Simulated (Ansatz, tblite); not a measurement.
Cost and result up the ladder for AsH2(SMe) (CH₅AsS) (8 atoms). Charge 0, multiplicity 1. Geometry: PBE0-D4/def2-TZVP.

```
atom   x (Å)   y (Å)   z (Å)
 As1  -0.240   0.552  -1.603
  H2  -1.051   1.842  -1.646
  H3   0.961   1.226  -2.253
  S4   0.490   0.772   0.497
  C5   0.022  -0.856   1.134
  H6  -1.058  -0.997   1.120
  H7   0.365  -0.882   2.170
  H8   0.511  -1.657   0.582
```

Ansatz on 4 threads of Intel Xeon 6975P-C on a shared host; xTB runs through tblite on one thread. Times are rough, summed over both states, and most runs start from the orbitals of an earlier one. PBE0-D4/def2-TZVP serves as the yardstick here, not as an exact answer. The other state is a triplet.

The xTB rows come from tblite.

xTB has no spin-polarisation term.

```csv
level,functions,wall time,vertical triplet (eV),difference from PBE0-D4/def2-TZVP (eV)
GFN2-xTB,27,0.005 s,4.77,0.47
GFN1-xTB,32,0.008 s,5.26,0.96
PBE-D4/def2-TZVP,146,1.8 s,4.17,-0.13
PBE0-D4/def2-TZVP (with forces),146,3.2 s,4.30,0.00
r2SCAN-D4/def2-TZVP,146,3.3 s,4.22,-0.08
```
